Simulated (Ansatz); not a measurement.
Gas-phase electronic energies from Ansatz, PBE0-D4/def2-TZVP geometries. CCSD(T)/CBS is the MP2 limit (def2-TZVPP, def2-QZVPP) plus CCSD(T) − MP2 in def2-TZVPP, frozen cores. Each species was taken in one conformer, which may not be the lowest.

`O[SiH]([SiH3])S` + `CC1B[SiH2]1` → `[SiH3]C1B[SiH2]1` + `C[SiH](O)S`  (redistribution)

| level | ΔE (kcal/mol) |
| --- | --- |
| MP2/def2-SVP | -18.9 |
| MP2/CBS(def2) | -22.6 |

Q: What does CCSD(T)/CBS give? (Best estimate.)

A: Computed: -20.7 kcal/mol. The listed levels differ from it by 1.8, -1.9 kcal/mol.

Q: What do rigid-rotor, harmonic-oscillator terms from PBE0-D4/def2-TZVP frequencies (298.15 K, 1 bar) make of the CCSD(T)/CBS value? (An estimate is asked.)

A: Computed: ΔZPE = -0.3 kcal/mol, ΔH = -21.4 kcal/mol, ΔS = -14 J/(mol·K), ΔG = -20.4 kcal/mol.

Largest T1 diagnostic among the species: 0.014.

From BLYP to BHLYP (50 % exact exchange), in def2-TZVPP and without D4, ΔE moves by −5.7 kcal/mol. At CCSD(T), def2-SVP lies +4.0 kcal/mol from the extrapolated value and def2-TZVPP +0.4 kcal/mol.
